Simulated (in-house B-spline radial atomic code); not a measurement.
Configurations of Si⁵⁺, with energies counted from [He] 2s2 2p5. Computed with a B-spline radial code for spherical atoms: non-relativistic B3LYP, spin-polarised, spherical fractional occupations, exact exchange averaged over the configuration, point nucleus. Shells without spins written out take the highest spin.

```json
{"configuration": "[He] 2s1 2p5 3s1", "E - E(ref) (eV)": "164.22", "highest orbital": "3s up", "its <r> (bohr)": "1.513"}
{"configuration": "[He] 2s1 2p5 3p1", "E - E(ref) (eV)": "174.58", "highest orbital": "3p up", "its <r> (bohr)": "1.569"}
{"configuration": "[He] 2s1 2p5 3d1", "E - E(ref) (eV)": "188.22", "highest orbital": "3d up", "its <r> (bohr)": "1.572"}
```

(1) Order these further configurations by energy, lowest first.
A. [He] 2s2 2p4 3p1
B. [He] 2s2 2p4 3d1
C. [He] 2s2 2p4 3s1
D. [He] 2s1 2p6

Answers

(1) D (43.724 eV), C (122.87 eV), A (133.15 eV), B (147.04 eV).
